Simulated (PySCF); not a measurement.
## [Er(NH3)]3+ at several levels of theory

Computed with PySCF 2.14.0 (density fitting, no spin-orbit coupling) at the geometry relaxed with PBE0:

```xyz
5
[Er(NH3)]3+ (singlet in the valence; each metal's 4f electrons, 11 of them, lie in its core potential, out of spins and levels)
Er    0.0000    0.0000   -0.1167
N     0.0000    0.0000    2.1671
H     0.9419    0.0000    2.6285
H    -0.4710    0.8157    2.6285
H    -0.4709   -0.8158    2.6285
```

```tsv
level	basis	state	HOMO (eV)	gap (eV)	charge on Er1 (e)	population of f-type functions on Er1 (polarisation alone where 4f lies in the core)	dipole about the centre of mass (D)	largest force component (eV/Å)
PBE0	Er lcecp-1-SVP with ECP57, N def2-SVP, H def2-SVP	singlet	-28.18	7.76	2.46	0.01	4.02	0.01
PBE0	Er lcecp-1-TZVP with ECP57, N def2-TZVP, H def2-TZVP	singlet	-28.09	7.71	2.55	0.02	4.09	0.31
```

In the lcecp rows the 4f levels are missing from HOMO and gap, and the state counts the valence alone.

Charges are Mulliken's, which hang on the basis. The relaxation used the grid (50, 194), these runs (75, 302) or, all-electron (x2c bases, spin-free X2C Hamiltonian), (99, 590).

**Question.** A further run in the first row's basis gives HOMO (eV) -30.50, gap (eV) 12.77, charge on Er1 (e) 2.49, population of f-type functions on Er1 (polarisation alone where 4f lies in the core) 0.01, dipole about the centre of mass (D) 3.67, largest force component (eV/Å) 0.15. Which level was it?
A. wB97X
B. BLYP

**Answer.** A. The others give HOMO -26.64 eV (BLYP).

In the first row's basis the gap widens with exact exchange: 5.0 eV for BLYP (none); 7.8 eV for PBE0 (a fixed share); 12.8 eV for wB97X (rising or full at long range).

An lcecp potential fixes the number of 4f electrons, so in runs with it no electron can move into or out of that shell.
